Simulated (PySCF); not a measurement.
Trend along the second period: MSi molecules

CCSD(T) with double-zeta basis sets in PySCF, for the lowest determinant that a PBE0 search found; no spin–orbit coupling. De refers to high-spin ground-configuration atoms.

```csv
M,basis,"reference, frozen orbitals",state (unpaired electrons),Re (Å),ωe (cm⁻¹),De (eV)
Li,x2c-SVPall,"UHF, 5","quartet (σ ↑, π ↑↑)",2.376,451,1.53
Be,aug-cc-pVDZ/aug-cc-pV(D+d)Z,"ROHF, 5",triplet (π ↑↑),2.161,553,1.12
B,cc-pV(D+d)Z/cc-pVDZ,"UHF, 6","quartet (σ ↑, π ↑↑)",1.946,722,2.91
C,cc-pV(D+d)Z/cc-pVDZ,"ROHF, 6","triplet (σ ↑, π ↑)",1.747,935,3.80
N,def2-SVP,"ROHF, 6",doublet (σ ↑),1.598,1126,3.85
O,def2-SVP,"RHF, 6",singlet (closed shell),1.537,1206,7.39
```

The shortest bond is that of SiO (1.537 Å), the longest that of LiSi (2.376 Å). SiO is bound most strongly (7.39 eV) and BeSi least (1.12 eV).

The rows differ in basis set, which adds steps of its own.

The state changes along the series, so neighbouring rows are not always alike in their bonding.

Correlated steps freeze the inner cores (5 to 6 orbitals); shallow outer-core shells are correlated. UHF and ROHF references stand side by side, which adds small steps between rows. Correlated levels converge slowly with the basis: in double zeta they bind strong bonds too weakly, by up to about 1 eV, and carry superposition errors of some tenths. Where the molecule has an RHF reference, its open-shell atoms are computed with UHF. The CCSD T1 diagnostic is raised in BeSi, SiB, SiC, SiN, SiO, a sign that a single reference may not be enough there. States were picked by a PBE0 search and need not be the measured ground states.
